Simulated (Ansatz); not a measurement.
`C[O][GeH]([CH3])[SH]` + `[SiH3]BCl` → `C[O][GeH]([CH3])[SiH3]` + `SBCl`  (redistribution)

Isolated molecules relaxed with PBE0-D4/def2-TZVP in Ansatz; ΔE leaves out vibrations. CCSD(T)/CBS is the MP2 limit (def2-TZVPP, def2-QZVPP) plus CCSD(T) − MP2 in def2-TZVPP, frozen cores. This one scheme is used for every species. DFT in def2-TZVPP. B3LYP here is the variant with VWN-RPA as its local correlation; programs differ in this. For Ge outer-core shells are correlated without core-valence functions, which leaves a few kJ/mol of doubt a bond. Scalar relativity is left out up to krypton. One conformer a species, not always the lowest.

`C[O][GeH]([CH3])[SH]`:

Z-matrix (Å, degrees):
```
C
O 1 1.407
H 1 1.097 2 112.0
H 1 1.092 2 108.0 3 -119.2
H 1 1.098 2 112.1 3 122.0
Ge 2 1.779 1 119.4 3 -54.7
S 6 2.227 2 109.9 1 58.7
C 6 1.942 2 111.2 1 -58.5
H 6 1.534 2 103.0 1 177.3
H 7 1.343 6 94.1 2 65.8
H 8 1.091 6 110.3 2 65.6
H 8 1.091 6 110.0 2 -174.5
H 8 1.091 6 109.7 2 -54.5
```

`[SiH3]BCl`:

Z-matrix (Å, degrees):
```
Si
B 1 2.016
H 1 1.486 2 113.0
H 1 1.490 2 108.8 3 121.4
H 1 1.490 2 109.0 3 -121.5
Cl 2 1.739 1 121.6 3 -0.7
H 2 1.194 1 122.6 3 179.4
```

`C[O][GeH]([CH3])[SiH3]`:

```xyz
15

C     1.914    1.283    0.568
O     1.241    0.076    0.813
Ge   -0.500   -0.033    0.408
C    -1.045   -1.752    1.132
Si   -0.777    0.145   -1.964
H     1.456    2.129    1.100
H     2.943    1.179    0.922
H     1.949    1.534   -0.501
H    -1.210    1.143    1.128
H    -2.112   -1.914    0.973
H    -0.488   -2.553    0.644
H    -0.837   -1.777    2.202
H    -0.215    1.424   -2.476
H    -2.226    0.101   -2.303
H    -0.093   -0.986   -2.647
```

`SBCl`:

Z-matrix (Å, degrees):
```
B
S 1 1.779
Cl 1 1.745 2 118.6
H 1 1.189 2 122.1 3 180.0
H 2 1.343 1 96.0 3 -180.0
```

Is it downhill or uphill in electronic energy at CCSD(T)/CBS, and by how much? (Best estimate.)

Ansatz gave: Downhill: ΔE = -0.57 eV.

What do these levels give: PBE-D4, ωB97X-V, ωB97M-V, B2PLYP, PBE, PBE0, B3LYP, MP2/def2-TZVPP, MP2/def2-QZVPP, HF/CBS(def2), MP2/CBS(def2), CCSD/CBS(def2)? (Best estimate.)

The calculation gave: PBE-D4 -0.65, ωB97X-V -0.55, ωB97M-V -0.58, B2PLYP -0.59, PBE -0.65, PBE0 -0.62, B3LYP -0.60, MP2/def2-TZVPP -0.59, MP2/def2-QZVPP -0.59, HF/CBS(def2) -0.46, MP2/CBS(def2) -0.60, CCSD/CBS(def2) -0.56 eV.

Largest T1 diagnostic among the species: 0.014.

From PBE to PBE0 (25 % exact exchange), in def2-TZVPP and without D4, ΔE moves by +0.03 eV. In def2-TZVPP, CCSD(T) changes the Hartree–Fock value by −0.11 eV (the triples alone add −0.02 eV) and MP2 by −0.13 eV.
